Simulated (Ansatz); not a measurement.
Input file for Ansatz (a quantum-chemistry and plane-wave program): R-CCSD(T)/def2-SVP on F6W (SMILES [F][W]([F])([F])([F])([F])[F]). Elements past Kr take the def2 small-core potentials; no spin–orbit coupling.

Ansatz 0.2 input:
```yaml
crystal:
  periodic: [false, false, false]
  atoms:
    - {symbol: W, position_ang: [-0.00001370, 0.00001221, -0.00001533]}
    - {symbol: F, position_ang: [1.68159588, -0.67313877, 0.37491494]}
    - {symbol: F, position_ang: [-0.45016455, -0.12702857, 1.78960552]}
    - {symbol: F, position_ang: [-0.62543364, -1.71825082, -0.27919713]}
    - {symbol: F, position_ang: [0.62530885, 1.71823072, 0.27964532]}
    - {symbol: F, position_ang: [0.45020014, 0.12731938, -1.78960282]}
    - {symbol: F, position_ang: [-1.68159297, 0.67295585, -0.37545050]}
basis:
  gaussian:
    orbitals: def2-SVP
magnetization: {spin_polarized: false}
correlation: {method: ccsd_t, electrons: outside_noble_gas}
scf: {lower_state_search: off}
```

It printed:

```
WARN ansatz: RAYON_NUM_THREADS=8 ignored (pool sized by the plan → 8); use --threads N
Functional definition: HF
these checks for a lower state are left out or cut short: stability, starts, cluster_reference, orbital_swaps, neighbouring_geometries, increment
integrals: 0.19 GiB planned
1073 factors; integrals over basis functions are off by at most 6.6e-4 eV
mean field: 0.44 GiB planned
mean field evaluation 1: about -18022.1075 eV, gradient 8.0e1 eV
mean field evaluation 2: about -18022.3011 eV, gradient 8.0e1 eV
mean field evaluation 4: about -18033.5580 eV, gradient 3.3e0 eV
mean field evaluation 8: about -18033.6266 eV, gradient 2.9e-1 eV
mean field -18033.62692021 eV, -662.7235656865 hartree, gradient 2.1e-6 eV, S^2 0.000000; 0 other end points of the search recorded, 0 dependent functions left out
10 core orbitals not correlated
reference -18033.62692021 eV, -662.7235656865 hartree; 24, 24 occupied and 82, 82 virtual orbitals, 1073 factors
second order -37.42245227 eV of doubles, -0.00000000 eV of singles
coupled cluster: 0.75 GiB planned
cycle   1  -34.71688702 eV  change     2.7e0 eV  update   2.8e-1
cycle   2  -36.24422336 eV  change    -1.5e0 eV  update   1.5e-1
cycle   3  -36.46074162 eV  change   -2.2e-1 eV  update   4.1e-2
cycle   4  -36.45486636 eV  change    5.9e-3 eV  update   1.1e-2
cycle   5  -36.43415437 eV  change    2.1e-2 eV  update   2.9e-3
cycle   6  -36.43523239 eV  change   -1.1e-3 eV  update   1.0e-3
cycle   7  -36.43575669 eV  change   -5.2e-4 eV  update   3.2e-4
cycle   8  -36.43533994 eV  change    4.2e-4 eV  update   6.9e-5
cycle   9  -36.43533297 eV  change    7.0e-6 eV  update   1.7e-5
perturbative correction -1.14521296 eV, -0.0420858001 hartree
Total energy: -18071.20746614 eV, -664.1046252764 hartree
Checks for a lower state left out: stability, starts, cluster_reference, orbital_swaps, neighbouring_geometries, increment
```

The calculation finished and met its thresholds.

Cost: around 50 core-seconds (rough).
